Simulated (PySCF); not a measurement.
Compound: C4H13BO2Si.
Atom-mapped SMILES: `[CH3:1][C:2]([CH3:3])([CH3:4])[SiH2:5][B:6]([OH:7])[OH:8]` (hydrogens: H9, H10, H11 on C1; H12, H13, H14 on C3; H15, H16, H17 on C4; H18, H19 on Si5; H20 on O7; H21 on O8)

A GFN2-xTB structure was refined with PBE0-D3(BJ)/def2-SVP geometry optimisation, gas phase in PySCF. Its GFN2-xTB values:

```tsv
coordinate	GFN2-xTB
C1–C2	1.521 Å
C1–H9	1.117 Å
C2–Si5	1.922 Å
Si5–B6	1.979 Å
Si5–H18	1.496 Å
B6–O7	1.380 Å
O7–H20	0.941 Å
C1–C2–C3	109.4°
C1–C2–Si5	108.3°
C2–Si5–B6	114.3°
Si5–B6–O7	124.2°
Si5–B6–O8	120.7°
O7–B6–O8	115.1°
```

**Question.** How do these coordinates change at the PBE0-D3(BJ)/def2-SVP level?

**Answer.** 
```csv
coordinate,PBE0-D3(BJ)/def2-SVP (Å or °),change
Si5–B6,2.040,+0.061
O7–H20,0.961,+0.020
B6–O7,1.365,-0.015
C2–Si5,1.910,-0.012
C1–H9,1.105,-0.012
C1–C2,1.531,+0.010
Si5–H18,1.504,+0.008
Si5–B6–O8,118.3,-2.4
O7–B6–O8,117.3,+2.2
C2–Si5–B6,113.1,-1.2
C1–C2–Si5,108.8,+0.5
C1–C2–C3,109.9,+0.5
Si5–B6–O7,124.4,+0.2
```

The energy falls by 0.255 eV over 5 energy and gradient evaluations, the largest force component goes from 0.0404 to 3.5e-04 Eh/bohr, and the atoms move by 0.042 Å rms after alignment. The bond that changes most is Si5–B6 (SiH2 silicon to three-coordinate boron), which lengthens by 0.061 Å. Bonds longer at the end by more than 0.005 Å: 15 of 20; shorter: 4. Rotational constants go from 2825, 967.9, 867.3 to 2769, 967.1, 866.0 MHz.

The run used 181 basis functions and 34 SCF cycles in all. The run took 92 s wall on an Arm Neoverse V1 with one thread, no GPU, shared host with 32 logical CPUs at a one-minute load of 31, and the process peaked at 0.93 GiB of memory.

Not checked by PBE0-D3(BJ)/def2-SVP frequencies. The numbers are those of one conformer.

Shape of the structure used: `[CH3:1][C:2]([CH3:3])([CH3:4])[SiH2:5][B:6]([OH:7])[OH:8]`: C1–C2–Si5–B6 57°, C2–Si5–B6–O7 -160°, H–O7–B6–Si5 2°, H–O8–B6–Si5 180°.
